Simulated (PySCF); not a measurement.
Compound: C3H6BFO.
Atom-mapped SMILES: `[CH2:1]=[C:2]([F:3])[O:4][BH:5][CH3:6]` (hydrogens: H7, H8 on C1; H9 on B5; H10, H11, H12 on C6)

Geometry (PBE0-D3(BJ)/def2-SVP, Å), atoms numbered from 1 in this order:
```
atom  x, y, z in Å
C1     2.545    0.490    0.602
C2     1.497    0.099   -0.116
F3     1.607   -0.271   -1.382
O4     0.250    0.032    0.365
B5    -0.905   -0.209   -0.335
C6    -2.244   -0.261    0.463
H7     3.534    0.515    0.150
H8     2.402    0.784    1.640
H9    -0.847   -0.364   -1.531
H10   -2.740   -1.232    0.291
H11   -2.942    0.495    0.066
H12   -2.121   -0.106    1.544
```

Method: PBE0-D3(BJ)/def2-SVP geometry optimisation, gas phase (PySCF 2.14.0).

Take the most abundant isotopes and a rigid rotor. The values belong to one conformer with, in the numbering `[CH2:1]=[C:2]([F:3])[O:4][BH:5][CH3:6]`, C1–C2–O4–B5 172°, C2–O4–B5–C6 179°.

**Question.** What are A, B and C (GHz)?

**Answer.** Ia = 55.43, Ib = 250.44, Ic = 302.41 u·Å²; 505379 MHz·u·Å²/I gives 9117, 2018 and 1671 MHz, that is A = 9.1168, B = 2.0180, C = 1.6712 GHz.

**Question.** Classify the top.

**Answer.** A near-prolate asymmetric top; Ray's κ = -0.907.

**Question.** Is it planar, by Δ = Ic − Ia − Ib?

**Answer.** Not planar: Δ = Ic − Ia − Ib = -3.47 u·Å². For a rigid frame Δ = −2 Σ m c², so Σ m c² = 1.73 u·Å² lies off the ab plane: 1.62 from hydrogen and 0.12 from heavier atoms. The atom farthest from that plane is 0.90 Å away.

**Question.** Where do the levels up to J = 3 lie, in MHz?

**Answer.** Above 0(0,0):
J = 1: 1(0,1) 3689, 1(1,1) 10788, 1(1,0) 11135
J = 2: 2(0,2) 11055, 2(1,2) 17820, 2(1,1) 18860, 2(2,1) 40156, 2(2,0) 40169
J = 3: 3(0,3) 22073, 3(1,3) 28359, 3(1,2) 30440, 3(2,2) 51224, 3(2,1) 51286, 3(3,1) 87593, 3(3,0) 87593
Those of J = 1 are B + C, A + C and A + B.

**Question.** Predict some low-J microwave lines.

**Answer.** The dipole components are |μa| = 0.45 D, |μb| = 0.51 D, |μc| = 0.05 D. The squared components, which scale the intensities, stand as 0.76 : 1.00 : 0.01 (a : b : c). Some of the stronger lines:

| type | branch | J(Ka,Kc) | MHz | lower level (cm⁻¹) |
| --- | --- | --- | --- | --- |
| a | Q | 1(1,0) ← 1(1,1) | 347 | 0.360 |
| a | Q | 2(1,1) ← 2(1,2) | 1040 | 0.594 |
| a | Q | 3(1,2) ← 3(1,3) | 2080 | 0.946 |
| a | R | 2(1,1) ← 1(1,0) | 7725 | 0.371 |
| b | Q | 2(1,1) ← 2(0,2) | 7805 | 0.369 |
| a | R | 3(2,1) ← 2(2,0) | 11117 | 1.340 |
| a | R | 3(1,2) ← 2(1,1) | 11580 | 0.629 |
| b | R | 2(1,2) ← 1(0,1) | 14130 | 0.123 |
| b | Q | 2(2,0) ← 2(1,1) | 21309 | 0.629 |
| b | Q | 2(2,1) ← 2(1,2) | 22337 | 0.594 |

No frequency check. No vibrational averaging or centrifugal distortion is included, and the geometry carries the error of its method. A rigid rotor knows nothing of internal rotation, which can split or shift real lines. Quadrupole hyperfine structure (11B) is left out.
